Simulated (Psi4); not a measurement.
H7NSi2, triplet, at the geometry of the source list (a higher spin typed on purpose: for a closed-shell molecule this is an excited state); HF/6-311G** in Psi4 1.11.

Here is a job for Psi4.
```
memory 2 GB

molecule {
0 3
  Si    1.50560000   -0.27340000    0.36250000
  N     0.07130000   -0.10200000   -0.59140000
  Si   -1.52270000    0.37580000   -0.11470000
  H     2.59990000   -0.41860000   -0.59790000
  H     1.62810000    0.93790000    1.16900000
  H     1.44940000   -1.45020000    1.23920000
  H     0.10060000   -0.60610000   -1.46300000
  H    -2.20310000   -0.66720000    0.66350000
  H    -2.24770000    0.62060000   -1.36190000
  H    -1.38140000    1.58310000    0.69470000
}

set basis 6-311g**
set reference uhf
set scf_type cd

energy('scf')
print_variables()
```

Output, abridged:

```
   => Loading Basis Set <=

    Name: 6-311G**
    Role: ORBITAL
    Keyword: BASIS

         ---------------------------------------------------------
                                   SCF
               by Justin Turney, Rob Parrish, Andy Simmonett
                          and Daniel G. A. Smith
                              UHF Reference
         ---------------------------------------------------------

  ==> Geometry <==

    Molecular point group: c1
    Full point group: C1

    Geometry (in Angstrom), charge = 0, multiplicity = 3:

       Center              X                  Y                   Z               Mass
    ------------   -----------------  -----------------  -----------------  -----------------
         SI           1.499556897431    -0.292046774105     0.375516812509    27.976926534650
         N            0.065256897431    -0.120646774105    -0.578383187491    14.003074004430
         SI          -1.528743102569     0.357153225895    -0.101683187491    27.976926534650
         H            2.593856897431    -0.437246774105    -0.584883187491     1.007825032230
         H            1.622056897431     0.919253225895     1.182016812509     1.007825032230
         H            1.443356897431    -1.468846774105     1.252216812509     1.007825032230
         H            0.094556897431    -0.624746774105    -1.449983187491     1.007825032230
         H           -2.209143102569    -0.685846774105     0.676516812509     1.007825032230
         H           -2.253743102569     0.601953225895    -1.348883187491     1.007825032230
         H           -1.387443102569     1.564453225895     0.707716812509     1.007825032230

  Running in c1 symmetry.

  Rotational constants: A =      0.84326  B =      0.10038  C =      0.09562 [cm^-1]
  Rotational constants: A =  25280.36589  B =   3009.20281  C =   2866.50690 [MHz]
  Nuclear repulsion =  157.235326133646026

  Charge       = 0
  Multiplicity = 3
  Electrons    = 42
  Nalpha       = 22
  Nbeta        = 20

  ==> Algorithm <==

  SCF Algorithm Type is CD.
  DIIS enabled.
  MOM disabled.
  Fractional occupation disabled.
  Guess Type is SAD.
  Energy threshold   = 1.00e-06
  Density threshold  = 1.00e-06
  Integral threshold = 1.00e-12

  ==> Primary Basis <==

  Basis Set: 6-311G**
    Blend: 6-311G**
    Number of shells: 60
    Number of basis functions: 112
    Number of Cartesian functions: 115
    Spherical Harmonics?: true
    Max angular momentum: 2

  ==> Integral Setup <==

  ==> CDJK: Cholesky-decomposed J/K Matrices <==

    J tasked:                     Yes
    K tasked:                     Yes
    wK tasked:                     No
    Integrals threads:              1
    Algorithm:                   Core
    Integral Cache:              NONE
    Schwarz Cutoff:             1E-12
    Cholesky tolerance:      1.00E-04
    No. Cholesky vectors:         467

  Minimum eigenvalue in the overlap matrix is 7.0109385892E-03.
  Reciprocal condition number of the overlap matrix is 1.2187593865E-03.
    Using symmetric orthogonalization.

  ==> Pre-Iterations <==

  SCF Guess: Superposition of Atomic Densities via on-the-fly atomic UHF (no occupation information).

   -------------------------
    Irrep   Nso     Nmo
   -------------------------
     A        112     112
   -------------------------
    Total     112     112
   -------------------------

  ==> Iterations <==

                        Total Energy        Delta E     RMS |[F,P]|

   @UHF iter SAD:  -635.79550117914459   -6.35796e+02   0.00000e+00
   @UHF iter   1:  -636.07110236956191   -2.75601e-01   3.88336e-03 ADIIS/DIIS
   @UHF iter   2:  -636.17150101954417   -1.00399e-01   2.77913e-03 ADIIS/DIIS
   @UHF iter   3:  -636.22194893273547   -5.04479e-02   6.93126e-04 ADIIS/DIIS
   @UHF iter   4:  -636.23838760185015   -1.64387e-02   3.82196e-04 ADIIS/DIIS
   @UHF iter   5:  -636.24428876750574   -5.90117e-03   1.66490e-04 ADIIS/DIIS
   @UHF iter   6:  -636.24560458498217   -1.31582e-03   8.35278e-05 DIIS
   @UHF iter   7:  -636.24606931594099   -4.64731e-04   3.98007e-05 DIIS
   @UHF iter   8:  -636.24617312909368   -1.03813e-04   1.76413e-05 DIIS
   @UHF iter   9:  -636.24620295711622   -2.98280e-05   1.14266e-05 DIIS
   @UHF iter  10:  -636.24621561101094   -1.26539e-05   5.26501e-06 DIIS
   @UHF iter  11:  -636.24621826820021   -2.65719e-06   2.06613e-06 DIIS
   @UHF iter  12:  -636.24621868244014   -4.14240e-07   9.11781e-07 DIIS
  Energy and wave function converged.

  ==> Post-Iterations <==

   @Spin Contamination Metric:   1.083210208E-02
   @S^2 Expected:                2.000000000E+00
   @S^2 Observed:                2.010832102E+00
   @S   Expected:                1.000000000E+00
   @S   Observed:                1.000000000E+00

    Orbital Energies [Eh]
    ---------------------

    Alpha Occupied:

[...]
      22A     -0.112370

    Alpha Virtual:

[...]
    Beta Occupied:

[...]
    Beta Virtual:

[...]
    Final Occupation by Irrep:
              A
    DOCC [    20 ]
    SOCC [     2 ]
    NA   [    22 ]
    NB   [    20 ]

  @UHF Final Energy:  -636.24621868244014

   => Energetics <=

    Nuclear Repulsion Energy =            157.2353261336460264
    One-Electron Energy =               -1191.7891260388432784
    Two-Electron Energy =                 398.3075812227569372
    Total Energy =                       -636.2462186824402579

  UHF NO Occupations:
  HONO-2 :   20  A 1.9974276
  HONO-1 :   21  A 1.0000000
  HONO-0 :   22  A 1.0000000
  LUNO+0 :   23  A 0.0025724
  LUNO+1 :   24  A 0.0008650
  LUNO+2 :   25  A 0.0005308
  LUNO+3 :   26  A 0.0004184

Computation Completed

Properties will be evaluated at   0.000000,   0.000000,   0.000000 [a0]

Properties computed using the SCF density matrix

 Multipole Moments:

 ------------------------------------------------------------------------------------
     Multipole            Electronic (a.u.)      Nuclear  (a.u.)        Total (a.u.)
 ------------------------------------------------------------------------------------

 L = 1.  Multiply by 2.5417464519 to convert [e a0] to [Debye]
 Dipole X            :          0.1195133           -0.0912933            0.0282201
 Dipole Y            :          0.2642476           -0.1210644            0.1431832
 Dipole Z            :         -0.3967696            0.4151844            0.0184148
 Magnitude           :                                                    0.1470949

 ------------------------------------------------------------------------------------

  Variable Map:
  ----------------------------------------------------------------------------
[...]
  Array Variable Map:
  ----------------------------------------------------------------------------
[...]
[...]
```
